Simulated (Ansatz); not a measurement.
Cartesian coordinates in Å:
```
C 0.998 -2.941 1.032
C 0.852 -1.603 1.713
O 1.102 -0.522 0.805
C 0.073 -0.125 0.050
O -1.029 -0.607 0.108
C 0.484 0.986 -0.877
C -0.678 1.601 -1.630
C -1.650 2.364 -0.759
Cl -0.874 3.768 0.039
H 0.240 -3.065 0.257
H 1.987 -3.042 0.581
H 0.872 -3.743 1.763
H 1.596 -1.474 2.501
H -0.145 -1.483 2.139
H 1.025 1.738 -0.297
H 1.215 0.565 -1.575
H -1.248 0.811 -2.128
H -0.292 2.266 -2.407
H -2.054 1.737 0.033
H -2.472 2.767 -1.349
```

The species carries charge 0 and has multiplicity 1.

Task: List the r2SCAN/def2-TZVPP orbital energies in eV (Ansatz). (Estimate.)

Result: Computed: Occupied: -2753.01, -517.05, -515.41, -276.50, -274.66, -274.54, -273.51, -273.46, -273.02, -254.38, -192.98, -192.74, -192.74, -29.30, -26.89, -22.44, -20.88, -20.09, -18.37, -16.97, -15.53, -14.23, -13.15, -12.68, -12.42, -11.89, -11.56, -11.15, -10.76, -10.17, -9.97, -9.70, -9.29, -9.01, -8.97, -8.49, -7.62, -7.31, -7.19, -6.72. Lowest empty: -0.63, 0.28, 1.12, 1.77, 2.14, 2.22, 2.56, 2.60.
